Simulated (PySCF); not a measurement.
C4H10OSi, SMILES CC1([SiH2]O)CC1.

The structure is a stationary point at B3LYP-D3(BJ)/def2-SVP. This is a generated structure with no PubChem entry under its InChIKey; it may be hypothetical. One conformer was computed; it need not be the lowest.

All values below come from B3LYP-D3(BJ)/def2-SVP run with PySCF 2.14.0.

Frequencies are harmonic and unscaled.

| mode | ν (cm⁻¹) | IR (km/mol) | moving atoms (share of kinetic energy) |
|---|---|---|---|
| 1 | 69 | 1.5 | O 35 %, H 27 %, C 25 %, Si 13 % |
| 2 | 126 | 3.5 | H 35 %, O 32 %, C 27 % |
| 3 | 209 | 14.9 | H 63 %, C 27 % |
| 4 | 217 | 28.3 | H 80 %, C 15 % |
| 5 | 257 | 54.5 | H 67 %, C 25 % |
| 6 | 291 | 8.4 | C 40 %, H 33 %, Si 14 %, O 13 % |
| 7 | 334 | 14.7 | H 43 %, C 40 %, Si 14 % |
| 8 | 393 | 22.8 | C 51 %, H 29 %, O 11 %, Si 9 % |
| 9 | 563 | 15.0 | C 47 %, H 26 %, Si 26 % |
| 10 | 627 | 55.3 | H 71 %, Si 20 % |
| 11 | 735 | 32.0 | H 94 % |
| 12 | 790 | 7.2 | H 93 % |
| 13 | 826 | 110.1 | O 44 %, H 41 %, Si 13 % |
| 14 | 849 | 47.3 | C 53 %, H 43 % |
| 15 | 857 | 27.5 | C 74 %, H 25 % |
| 16 | 895 | 10.1 | H 58 %, O 22 %, Si 15 % |
| 17 | 913 | 152.4 | H 82 % |
| 18 | 938 | 155.3 | H 83 %, C 9 % |
| 19 | 963 | 56.0 | H 70 %, C 25 % |
| 20 | 964 | 76.1 | H 84 % |
| 21 | 1034 | 18.0 | H 79 %, C 21 % |
| 22 | 1072 | 1.0 | C 58 %, H 42 % |
| 23 | 1075 | 1.0 | H 71 %, C 29 % |
| 24 | 1105 | 1.0 | H 61 %, C 39 % |
| 25 | 1171 | 0.4 | H 75 %, C 25 % |
| 26 | 1264 | 5.4 | C 65 %, H 34 % |
| 27 | 1299 | 12.6 | C 68 %, H 32 % |
| 28 | 1399 | 1.5 | H 76 %, C 24 % |
| 29 | 1441 | 4.7 | H 93 % |
| 30 | 1462 | 2.6 | H 96 % |
| 31 | 1473 | 10.8 | H 96 % |
| 32 | 1487 | 0.1 | H 70 %, C 30 % |
| 33 | 2186 | 148.9 | H 97 % |
| 34 | 2246 | 131.6 | H 97 % |
| 35 | 3014 | 33.7 | H 97 % |
| 36 | 3091 | 21.5 | H 91 %, C 9 % |
| 37 | 3098 | 18.2 | H 91 %, C 9 % |
| 38 | 3105 | 16.3 | H 95 % |
| 39 | 3110 | 12.9 | H 95 % |
| 40 | 3191 | 0.2 | H 89 %, C 11 % |
| 41 | 3201 | 14.3 | H 89 %, C 11 % |
| 42 | 3870 | 69.7 | H 94 % |
